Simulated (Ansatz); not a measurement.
Cl₅Nb, triplet, geometry from GFN2-xTB (such geometries of metal compounds can be far from the true shape) (the multiplicity is a formal guess) (core potentials on Nb). Base run: B3LYP/def2-SVP (Ansatz, a program for electronic structure).

Here is a job for Ansatz.
Ansatz 0.2 input:
```yaml
crystal:
  periodic: [false, false, false]
  atoms:
    - {symbol: Nb, position_ang: [-0.01492354, 0.13977076, 0.08300446]}
    - {symbol: Cl, position_ang: [1.75230604, -0.45338092, -1.28112881]}
    - {symbol: Cl, position_ang: [1.01574328, -1.21183585, 1.89369583]}
    - {symbol: Cl, position_ang: [-0.98510748, 0.92490739, -2.06409157]}
    - {symbol: Cl, position_ang: [-1.53293634, -1.60118927, 0.06099884]}
    - {symbol: Cl, position_ang: [-0.21401343, 2.00440447, 1.19033848]}
basis:
  gaussian:
    orbitals: def2-SVP
hamiltonian:
  xc: b3lyp
magnetization: {spin_polarized: true, initial_magnetization: 2}
```

The base run was repeated with changes; each row names its change, and settings that it needs were set with it.

```json
[
 {"change": "base", "basis functions": "121", "E (Eh)": "-2357.52282", "core-seconds (rough)": "60", "outcome": "converged"},
 {"change": "basis = def2-TZVP", "basis functions": "-", "E (Eh)": "-", "core-seconds (rough)": "-", "outcome": "cut at the time limit"},
 {"change": "basis = 3-21G", "basis functions": "104", "E (Eh)": "-6028.21251", "core-seconds (rough)": "100", "outcome": "converged"},
 {"change": "basis = def2-SV(P)", "basis functions": "114", "E (Eh)": "-2357.50571", "core-seconds (rough)": "40", "outcome": "converged"},
 {"change": "basis = def2-SVPD", "basis functions": "169", "E (Eh)": "-2357.55108", "core-seconds (rough)": "90", "outcome": "converged"}
]
```

Totals compare only among sets that treat the same electrons; sets with core potentials leave the core out.
